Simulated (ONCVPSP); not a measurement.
**Before and after: ONCV potential for Sc (Z = 21)**

```
Element                 : scandium
Generator               : ONCVPSP 4.0.1
Type                    : optimised norm-conserving Vanderbilt (ONCV)
Functional              : LDA (Perdew-Wang 92)
Relativity              : scalar-relativistic
Frozen core             : [Ne]
Valence charge          : 11
Reference configuration : 3s2 3p6 3d1 4s1.5 4p0.5
Partial waves           : 3s+4s: rc 2.05 bohr, ncon 3, nbas 6, qcut 5.2 1/bohr, 3 projectors, debl 1.5 Ha; 3p+4p: rc 2.00 bohr, ncon 4, nbas 8, qcut 8.3 1/bohr, 2 projectors; 3d: rc 1.35 bohr, ncon 4, nbas 9, qcut 6.4 1/bohr, 3 projectors, debl 1.6 Ha
Local potential         : polynomial inside 0.95 bohr (lpopt 5, dvloc0 0 Ha)
Core correction         : none
```

All-electron outer shells of the reference configuration (LDA (PZ), scalar-relativistic, ld1.x):

```tsv
shell	level (eV)	outermost node (bohr)	outermost maximum (bohr)
2s	-473.62	0.10	0.28
2p	-388.69	–	0.23
3s	-55.37	0.42	0.92
3p	-34.22	0.39	0.97
4s	-4.67	1.33	3.02
3d	-4.01	–	1.10
4p	-1.83	1.49	3.98
```

Change: d: rc 1.64.

Cutoffs: the cutoffs (Ha) at which the residual kinetic energy of the hardest occupied pseudo-wave falls to 1 and 0.1 mHa per electron; they do not see the model core or the augmentation charge, which bear on the density cutoff. Errors are all-electron minus pseudo energies relative to the spin-unpolarised reference configuration.

Predict the effect on cutoff, ghosts and configuration errors.

The potential gets softer (155 Ha and 179 Ha → 48 Ha and 112 Ha); the bound ghost in d disappears; of the 4 tests that both files solve, the error grows in 1 and shrinks in 0 by more than 15 % and 0.3 meV (median size 1.2 → 1.3 meV). A larger radius leaves more room for a smooth pseudo-wave, so fewer plane waves are needed.

```csv
quantity,base,changed
"cutoff, loose",155 Ha,48 Ha
"cutoff, tight",179 Ha,112 Ha
loose cutoff by channel,"s 6.8 Ha, p 18 Ha, d 155 Ha","s 6.8 Ha, p 18 Ha, d 48 Ha"
bound ghosts,d,none
GHOST(+) flags under 300 eV,s at 204.8 eV,s at 204.8 eV
"error for 3s2 3p6 3d1 4s2 4p0, meV [ΔE -1.40 eV]",0.0,0.0
"error for 3s2 3p6 3d1 4s1 4p0, meV [ΔE 5.66 eV]",-0.3,-0.3
"error for 3s2 3p6 3d1 4s0 4p0, meV [ΔE 18.61 eV]",-2.1,-2.3
"error for 3s2 3p5 3d1 4s2 4p0, meV [ΔE 38.75 eV]",+5.6,-12
s: phases at 2.08 bohr within 0.05 rad from the reference energy up to (Ha; the scan ends near 5),to the end of the scan,to the end of the scan
p: phases at 2.03 bohr within 0.05 rad from the reference energy up to (Ha; the scan ends near 5),to the end of the scan,to the end of the scan
```

 A true bound ghost makes a file unfit for plane-wave use even where its test errors are small: the radial tests pick states by their node count and pass the ghost by.
